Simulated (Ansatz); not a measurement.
Question: Predict a relaxed structure of the cluster CaO2H2 (the lowest singlet isomer of a short search), charge 0, singlet, at PBE0-D4/def2-TZVP (Ansatz).

Answer: 
```xyz
5

Ca    0.042   -0.081    0.189
O    -0.914   -1.724   -0.512
O     0.921    1.712    0.540
H     1.322    2.567    0.663
H    -1.370   -2.474   -0.881
```
Point group C2v (tolerance 0.1 Å). This is one stationary point.

The structure comes from a short search, and lower isomers may exist.
